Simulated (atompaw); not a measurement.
Before and after: PAW (atompaw) potential for F

| Quantity | Value |
| --- | --- |
| Element | fluorine (F) |
| Generator | atompaw 4.2.0.5 |
| Type | PAW |
| Functional | LDA (PW92) |
| Relativity | non-relativistic |
| Frozen core | [He] |
| Valence charge | 7 |
| Reference configuration | 2s1.5 2p5.5 |
| Partial waves | 2s (bound): rc 0.90 bohr; 2s channel at 1.2 Ry: rc 0.90 bohr; 2p (bound): rc 1.65 bohr; 2p channel at 4.45 Ry: rc 1.65 bohr |
| Local potential | vpsmatchnc scheme with l = 2 at 0 Ry, radius 1.10 bohr |
| Core correction | smooth core density matched at 1.20 bohr |
| Augmentation charge | sinc compensation charge, radius 1.35 bohr; PAW radius 1.65 bohr; waves and projectors: custom rrkj vanderbiltortho |

Change: all radii scaled by about 1.31 (s 1.18, p 2.16 bohr); local potential vpsmatchnc scheme with l = 2 at 0 Ry, radius 1.44 bohr; augmentation sinc compensation charge, radius 1.76 bohr; PAW radius 2.16 bohr; waves and projectors: custom rrkj vanderbiltortho; core correction smooth core density matched at 1.56 bohr.

Cutoffs: the cutoffs (Ry, on a coarse ladder) from which the occupation-weighted sum of valence levels, in a spherical-Bessel basis at the reference potential, stays within 10 and 1 mRy of its value at 400 Ry; they do not see the model core or the augmentation charge, which bear on the density cutoff.

Question: What does the change do?

Answer: The potential gets softer (30 Ry and 55 Ry → 30 Ry and 40 Ry); neither file shows a bound ghost. A larger radius leaves more room for a smooth pseudo-wave, so fewer plane waves are needed.

| quantity | base | changed |
| --- | --- | --- |
| cutoff, loose | 30 Ry | 30 Ry |
| cutoff, tight | 55 Ry | 40 Ry |
| loose cutoff by channel (10 mRy a level) | s 25 Ry, p 25 Ry | s 25 Ry, p 15 Ry |
| bound ghosts | none | none |
| lowest overlap eigenvalue by channel | s 0.53, p 0.81 | s 0.55, p 0.78 |

 The cutoffs see the waves, projectors and local potential, not the compensation charge or the core.
